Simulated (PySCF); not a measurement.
A structure optimised at PBE-D3(BJ)/def2-SVP, used in a PySCF frequency run:

```
Si
F 1 1.6276
H 1 1.4887 2 108.74
Br 1 2.2147 3 110.31 2 118.74
Br 1 2.2147 3 110.31 2 -118.74
```

Question: Write its SMILES, formula and point group.

Answer: F[SiH](Br)Br, Br2FHSi, Cs

Question: What are its rotational constants (standard atomic weights)?

Answer: 3.5642, 0.93024, 0.76733 GHz
